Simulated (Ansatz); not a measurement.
Calculated with Ansatz (gas phase, PBE0-D4/def2-TZVP geometries, no zero-point term in ΔE). CCSD(T)/CBS is the MP2 limit (def2-TZVPP, def2-QZVPP) plus CCSD(T) − MP2 in def2-TZVPP, frozen cores. DFT in def2-TZVPP. Each species was taken in one conformer, which may not be the lowest.

Consider the isomerisation: `O[SiH](F)[Si](O)(O)O` → `O[Si](O)(O)O[SiH2]F`.

(1) Is it downhill or uphill in electronic energy at CCSD(T)/CBS, and by how much? (Estimate.)

(2) What do these levels give: r2SCAN-D4, ωB97X-V, r2SCAN, CCSD(T)/def2-TZVPP, HF/CBS(def2), CCSD/CBS(def2)? (Best estimate.)

Largest T1 diagnostic among the species: 0.012.

## Answers

(1) The calculation gave: Downhill: ΔE = -158.0 kJ/mol.

(2) Computed: r2SCAN-D4 -152.3, ωB97X-V -150.7, r2SCAN -152.4, CCSD(T)/def2-TZVPP -160.4, HF/CBS(def2) -192.8, CCSD/CBS(def2) -162.6 kJ/mol.

In def2-TZVPP, CCSD(T) changes the Hartree–Fock value by +29.1 kJ/mol (the triples alone add +4.7 kJ/mol) and MP2 by +24.9 kJ/mol. From PBE to PBE0 (25 % exact exchange), in def2-TZVPP and without D4, ΔE moves by −15.3 kJ/mol.
